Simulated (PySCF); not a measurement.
# Magnetisability: `InChI=1S/C5H12OSSi/c1-3-5-6-8-7-4-2/h3,5H,4,8H2,1-2H3/b5-3-`

Molfile (atoms numbered from 1):
```
C5H12OSSi
     RDKit          3D

 20 19  0  0  0  0  0  0  0  0999 V2000
   -3.2700   -0.1855    0.4628 C   0  0  0  0  0  0  0  0  0  0  0  0
   -2.6252    0.5193   -0.6873 C   0  0  0  0  0  0  0  0  0  0  0  0
   -1.3398    0.4662   -0.9998 C   0  0  0  0  0  0  0  0  0  0  0  0
   -0.3748   -0.2252   -0.3538 O   0  0  0  0  0  0  0  0  0  0  0  0
    0.0381   -0.5215    1.1815 Si  0  0  0  0  0  4  0  0  0  0  0  0
    1.9406   -1.4767    1.0107 S   0  0  0  0  0  0  0  0  0  0  0  0
    2.6610   -0.7023   -0.4854 C   0  0  0  0  0  0  0  0  0  0  0  0
    3.0911    0.7308   -0.2466 C   0  0  0  0  0  0  0  0  0  0  0  0
   -4.3511   -0.0958    0.4066 H   0  0  0  0  0  0  0  0  0  0  0  0
   -3.0064   -1.2416    0.4579 H   0  0  0  0  0  0  0  0  0  0  0  0
   -2.9370    0.2337    1.4124 H   0  0  0  0  0  0  0  0  0  0  0  0
   -3.2618    1.1150   -1.3224 H   0  0  0  0  0  0  0  0  0  0  0  0
   -0.9470    0.9863   -1.8660 H   0  0  0  0  0  0  0  0  0  0  0  0
   -0.8015   -1.4890    1.8674 H   0  0  0  0  0  0  0  0  0  0  0  0
    0.1461    0.7374    1.9166 H   0  0  0  0  0  0  0  0  0  0  0  0
    3.5149   -1.3294   -0.7376 H   0  0  0  0  0  0  0  0  0  0  0  0
    1.9182   -0.7713   -1.2781 H   0  0  0  0  0  0  0  0  0  0  0  0
    3.5863    1.1201   -1.1349 H   0  0  0  0  0  0  0  0  0  0  0  0
    3.7833    0.7825    0.5909 H   0  0  0  0  0  0  0  0  0  0  0  0
    2.2296    1.3577   -0.0238 H   0  0  0  0  0  0  0  0  0  0  0  0
  1  2  1  0
  2  3  2  0
  3  4  1  0
  4  5  1  0
  5  6  1  0
  6  7  1  0
  7  8  1  0
  1  9  1  0
  1 10  1  0
  1 11  1  0
  2 12  1  0
  3 13  1  0
  5 14  1  0
  5 15  1  0
  7 16  1  0
  7 17  1  0
  8 18  1  0
  8 19  1  0
  8 20  1  0
M  END
```

Computed, not measured: GIAO PBE/pcSseg-1 magnetisability, rotational g tensor and spin-rotation constants, non-relativistic, gas phase (PySCF). Geometry: GFN2-xTB.

Q: How diamagnetic is it, and how anisotropic?

A: Isotropic -1549 × 10⁻³⁰ J/T², or -93.3 × 10⁻⁶ cm³/mol; principal values -1640, -1591, -1417 × 10⁻³⁰ J/T², anisotropy 203 × 10⁻³⁰ J/T² (root of half the summed squared differences of the principal values). The susceptibility is in cgs units.

Q: Split it along the inertial axes a, b, c into diamagnetic and paramagnetic parts about the centre of mass, with the quadrupole moment.

A: 
| axis | χ (10⁻⁶ cm³/mol) | diamagnetic (10⁻⁶ cm³/mol) | paramagnetic (10⁻⁶ cm³/mol) | summed x² of all electrons (Å²) | quadrupole Θ (D Å) |
| --- | --- | --- | --- | --- | --- |
| a | -86.4 | -581.7 | 495.3 | 388.8 | +5.05 |
| b | -97.7 | -1803.1 | 1705.3 | 100.9 | +0.09 |
| c | -95.7 | -2077.5 | 1981.8 | 36.2 | -5.14 |

Anisotropies 2χaa − χbb − χcc = +20.7 and 2χbb − χaa − χcc = -13.3 × 10⁻⁶ cm³/mol. Θ is traceless in Buckingham's convention.

Q: And the rotational g tensor?

A: 
```tsv
axis	rotational constant (GHz)	g	nuclear part	electronic part
a	2.8130	-0.0414	0.6131	-0.6545
b	0.7305	-0.0059	0.5794	-0.5852
c	0.6264	-0.0047	0.5785	-0.5832
```
Asymmetric top; isotopes 12C, 1H, 16O, 32S, 28Si; no vibrational averaging.
